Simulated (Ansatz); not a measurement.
Wavefunction ladder for `[SiH3]N=C1CC1`

Z-matrix (Å, degrees):
```
Si
N 1 1.741
H 1 1.493 2 113.6
H 1 1.485 2 107.9 3 -121.1
H 1 1.485 2 107.9 3 121.1
C 2 1.249 1 123.7 3 -0.3
C 6 1.466 2 150.1 1 0.1
C 6 1.455 2 145.9 1 180.0
H 7 1.085 6 118.9 2 -73.9
H 7 1.085 6 118.9 2 73.7
H 8 1.085 6 118.6 2 73.5
H 8 1.085 6 118.6 2 -73.3
```

Total charge 0; spin multiplicity 1. The geometry is a stationary point of PBE0-D4/def2-TZVP. Frozen core, restricted reference, the Gaussian-basis code of Ansatz. CBS rows extrapolate triple and quadruple zeta; past MP2 they add the triple-zeta difference.

| basis | HF (Eh) | MP2 corr. | CCSD corr. | (T) | CCSD(T) total |
| --- | --- | --- | --- | --- | --- |
| def2-TZVPP | -461.08118 | -0.81065 | -0.85373 | ? | ? |
| def2-QZVPP | ? | -0.86410 | – | – | – |
| CBS(def2) | -461.10039 | ? | ? | as TZ | ? |

Fill in the withheld values. (An estimate is asked.)

The calculation gave: def2-TZVPP (T): -0.03821; def2-TZVPP CCSD(T) total: -461.97312; def2-QZVPP HF (Eh): -461.09806; CBS(def2) MP2 corr.: -0.90370; CBS(def2) CCSD corr.: -0.94678; CBS(def2) CCSD(T) total: -462.08538.
